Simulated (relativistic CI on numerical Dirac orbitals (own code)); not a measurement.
**Radial parameters of Pr LVII**

Calculated at this level of theory: Dirac-Coulomb-Breit CI, orbitals from a KLI potential per configuration, a model potential for QED, unscaled Slater integrals (own radial code, finite nucleus).

Slater integrals F^k, G^k are unscaled and averaged over j, outside the closed core 1s2; ζ comes from projecting the Hamiltonian with its Breit term on Σ l·s of the shell.

- 2p: ζ(2p) = 2.9435e+06 cm⁻¹; <r>(2p) = 0.08387, <r^2>(2p) = 0.008519 (bohr units).
- 3p: ζ(3p) = 875550 cm⁻¹; <r>(3p) = 0.2117, <r^2>(3p) = 0.0519 (bohr units).
- 3d: ζ(3d) = 156930 cm⁻¹; <r>(3d) = 0.1816, <r^2>(3d) = 0.03775 (bohr units).

Averages of the first 10 configurations, taken without configuration mixing, which lowers the lowest level and can move excited configurations by several eV; other configurations of the list can lie among them:

| Configuration | Parity | States | Average energy above the lowest level (eV) |
| --- | --- | --- | --- |
| 2s | even | 2 | 0.0 |
| 2p | odd | 6 | 501.7 |
| 3s | even | 2 | 6699.0 |
| 3p | odd | 6 | 6845.1 |
| 3d | even | 10 | 6939.8 |
| 4s | even | 2 | 9005.4 |
| 4p | odd | 6 | 9066.4 |
| 4d | even | 10 | 9106.2 |
| 4f | odd | 14 | 9120.5 |
| 5s | even | 2 | 10059.9 |
